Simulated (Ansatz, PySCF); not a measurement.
C3H3Cl3, SMILES C(Cl)(=C(Cl)Cl)C.

Geometry optimised at PBE-D3(BJ)/def2-SVP.

Vertical ionisation energy (IE) and electron affinity (EA) in eV. Rows of orbital energies are one-electron estimates. Where ΔSCF, EOM or ADC give a negative EA the extra electron is unbound and the value depends on the basis.

```tsv
level	IE	EA
−ε(HOMO), −ε(LUMO), ωB97X/def2-TZVP (PySCF)	9.37	-1.41
−ε(HOMO), −ε(LUMO), PBE/def2-TZVP (PySCF)	5.93	1.61
ΔSCF, CAM-B3LYP/def2-SVPD (Ansatz), final states of multiplicity 2 and 2	?	?
ΔSCF, PBE/def2-SVPD (Ansatz), final states of multiplicity 2 and 2	8.87	-0.85
```

What belongs in the gaps? (The exact figures need the calculation; the answer reports its results.)


- ΔSCF, CAM-B3LYP/def2-SVPD (Ansatz, an electronic-structure program), final states of multiplicity 2 and 2, IE: 9.26
- ΔSCF, CAM-B3LYP/def2-SVPD (Ansatz), final states of multiplicity 2 and 2, EA: -0.85

What vertical singlet–triplet gap does ΔSCF give with CAM-B3LYP/def2-SVPD (Ansatz) and with PBE/def2-SVPD (Ansatz)? (An estimate is asked for; the answer gives what the named calculation found.)

3.59 and 3.62 eV (triplet above singlet where positive).
